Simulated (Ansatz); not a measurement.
Ansatz results at the PBE0-D4/def2-TZVP geometry: size of the dipole moment (ωB97M-V/def2-TZVPP) 1.96 D; HOMO–LUMO gap (PBE/def2-TZVPP) 4.87 eV; HOMO energy (PBE0/def2-TZVPP) -7.74 eV.

Each molecule was computed in one conformer, which needn't be the lowest.

**Question.** Which molecule gave them?
A. `C[O][SnH2][OH]`
B. `[CH3][SnH]([OH])[Br]`
C. `[F][Sn]([F])([F])[SH]`
D. `C=[CH][SnH2][F]`

**Answer.** A. The others give `[F][Sn]([F])([F])[SH]`: 3.21, 3.80, -9.01; `[CH3][SnH]([OH])[Br]`: 2.10, 5.11, -8.10; `C=[CH][SnH2][F]`: 3.11, 5.31, -8.49.
